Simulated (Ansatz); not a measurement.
Born–Oppenheimer molecular dynamics of FGeH₃ (5 atoms, charge 0, multiplicity 1). It starts at the highest image of a converged band, a first-order saddle point between two minima.

Level of theory: RKS PBE-D4/def2-SVP (Ansatz 0.2.0).

- ensemble: NVE (velocity Verlet)
- time step: 0.5 fs
- steps asked: 200
- starting velocities drawn for: 300 K
- seed: 11107

First frame:

```xyz
5
Properties=species:S:1:pos:R:3
Ge 0.290 0.023 -0.449
H 0.563 0.251 1.286
H 1.622 -0.127 0.357
H -0.591 1.208 0.030
F -0.669 -1.461 -0.365
```

Problem. How far do the bonds stretch over the last three quarters of this one trajectory? (Pairs bonded in most of those frames.)

Solution. 
```csv
bond,mean (Å),spread (Å),shortest,longest
Ge1–H4,1.654,0.048,1.57,1.73
Ge1–F5,1.771,0.039,1.72,1.84
H2–H3,0.795,0.076,0.68,0.92
```

Mean temperature of the second half: 2264 K. The conserved energy stayed within 1.1 meV per atom of its start (net change 0.29 meV per atom), so the integration is sound. The kinetic energy rose, since the run started high on the potential surface and went downhill. It ends in pieces (FGeH + H2), so much of that is their flight and rotation, not heat. A run of 0.1 ps of so small a system gives no equilibrium averages. The orbitals stay closed-shell, which can raise the energy where a bond breaks towards radicals; this wasn't checked here.

Time of the run: 3 min on 1 thread of Arm Neoverse V1, with other jobs on the host, peak memory 0.099 GiB.
